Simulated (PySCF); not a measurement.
## Bond length, frequency and bond energy of WC⁻ by level of theory

State: ²Δ (doublet), unpaired electrons δ ↑. Set-up: W def2-TZVPPD with ECP60, C def2-TZVPPD; scalar-relativistic core potentials (PySCF 2.14). De refers to W (5d4 6s2) + C⁻ in their high-spin ground configurations, without counterpoise correction. The functionals are run spin-unrestricted. A positive dipole points towards C; it is taken about the centre of mass and depends on that origin.

```tsv
Level	Re (Å)	ωe (cm⁻¹)	De (eV)	μ (D)
ROHF	1.678	1162	n/a	-3.14
ROHF-MP2	1.774	1055	n/a	n/a
ROHF-SCS-MP2	1.766	1045	n/a	n/a
ROHF-CCSD	1.722	1069	n/a	n/a
ROHF-CCSD(T)	1.743	1015	n/a	n/a
LDA	1.723	1064	n/a	-3.59
PBE	1.735	1037	n/a	-3.48
PBEsol	1.730	1051	n/a	-3.48
PW91	1.735	1036	n/a	-3.51
BLYP	1.746	1013	n/a	-3.61
r²SCAN	1.724	1061	n/a	-3.31
PBE0	1.713	1085	n/a	-3.46
B97-3	1.714	1082	n/a	-3.48
ωB97X	1.697	1123	n/a	-3.62
```

The bond length runs from 1.678 Å (ROHF) to 1.774 Å (ROHF-MP2).

Correlated steps freeze 1 core orbital. De is left out where the level can put another filling of the metal’s s and d shells below the measured ground configuration, by anything from nothing to about 1 eV. These are scalar-relativistic numbers at best; spin–orbit coupling would shift them, the dissociation energy most. The highest Kohn–Sham level is positive in this anion. Much of that is self-interaction error, but it also means that the finite basis helps to hold the extra electron. UHF is strongly spin-contaminated for WC⁻, so the ROHF reference used there is far from stable. The state is the lowest single determinant that the PBE0 search found; with open d or f shells the true ground state can be another one.

The whole job (state search and all levels along the bond) took about 20 min on 2 threads of Arm Neoverse V1 (shared host), peak memory 4.4 GiB.
